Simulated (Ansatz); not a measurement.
CH8BClSi2 can be A, `CB[SiH2][SiH2]Cl`, or B, `BC([SiH3])[SiH2]Cl`.

Isolated molecules relaxed with PBE0-D4/def2-TZVP in Ansatz; ΔE leaves out vibrations. CCSD(T)/CBS is the MP2 limit (def2-TZVPP, def2-QZVPP) plus CCSD(T) − MP2 in def2-TZVPP, frozen cores. Functionals use def2-TZVPP. B3LYP here is the variant with VWN-RPA as its local correlation; programs differ in this. Each species was taken in one conformer, which may not be the lowest.

**Question.** Which is lower in electronic energy at CCSD(T)/CBS, and by how much? (Estimate.)

**Answer.** Ansatz gave: B, by 43.6 kJ/mol.

**Question.** Give E(B) − E(A) in kJ/mol with B3LYP, PBE0-D4, PBE-D4, r2SCAN-D4, MP2/def2-TZVPP, CCSD/def2-TZVPP, B3LYP-D4. (Best estimate.)

**Answer.** Computed: B3LYP -28.0, PBE0-D4 -26.6, PBE-D4 -18.5, r2SCAN-D4 -32.4, MP2/def2-TZVPP -58.2, CCSD/def2-TZVPP -43.6, B3LYP-D4 -33.0. None reverses the order clearly.

Largest T1 diagnostic: 0.012.

From PBE to PBE0 (25 % exact exchange), in def2-TZVPP and without D4, E(B) − E(A) moves by −8.8 kJ/mol. The D4 term adds −5.0 kJ/mol with B3LYP and −2.2 kJ/mol with PBE0; it sums over pairs of atoms, weighted by their polarisabilities, and B3LYP, whose exchange is more repulsive, gets the larger term.
